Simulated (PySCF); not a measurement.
Electron correlation in Co (cobalt, neutral)

[Ar] 3d7 4s2, high-spin 4F determinant. Computed with PySCF 2.14 in x2c-TZVPPall with one added diffuse shell each of s, p, d, f type (7s6p5d3f1g, 80 functions), with scalar relativity by spin-free X2C-1e. Frozen: [Ne]; 17 electrons correlated.

MP2 pair energies summed by pair of shells (mhartree):

```
 pair   energy  share (%)
3p-3d  -199.04       34.0
3d-3d  -186.24       31.8
3p-3p   -58.93       10.1
3d-4s   -38.89        6.6
3s-3d   -35.69        6.1
3s-3p   -27.57        4.7
4s-4s   -22.76        3.9
3p-4s   -10.93        1.9
3s-3s    -3.96        0.7
3s-4s    -0.84        0.1
```

Total MP2 correlation energy: -584.86 mhartree.

Same-spin part -189.87 and opposite-spin part -394.99 mhartree; SCS-MP2 scales them by 1/3 and 6/5 to -537.28 mhartree.

This basis was not built for core-valence correlation, so the inner-shell part is incomplete.
